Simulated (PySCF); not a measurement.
**MSb for M along group 13**

PBE with double-zeta basis sets in PySCF, for the lowest determinant that a PBE0 search found; no spin–orbit coupling. De refers to high-spin ground-configuration atoms. A positive dipole means M(−)Sb(+).

| M | basis | state (unpaired electrons) | Re (Å) | ωe (cm⁻¹) | De (eV) | μ (D) |
| --- | --- | --- | --- | --- | --- | --- |
| B | x2c-SVPall | triplet (σ ↑, π ↑) | 2.072 | 679 | 2.91 | 1.02 |
| Al | def2-SVPD | triplet (π ↑↑) | 2.777 | 250 | 2.01 | -0.58 |
| Ga | def2-SVP | triplet (π ↑↑) | 2.794 | 174 | 1.95 | -1.05 |
| In | def2-SVP | triplet (π ↑↑) | 2.987 | 140 | 1.81 | -1.78 |
| Tl | def2-SVP | triplet (π ↑↑) | 3.042 | 120 | 1.77 | -2.43 |

The shortest bond is that of BSb (2.072 Å), the longest that of TlSb (3.042 Å).

The rows differ in basis set, which adds steps of its own.

The state changes along the series, so neighbouring rows are not always alike in their bonding.

Spin–orbit coupling is left out, which matters for elements this heavy, above all for dissociation energies. States were picked by a PBE0 search and need not be the measured ground states.
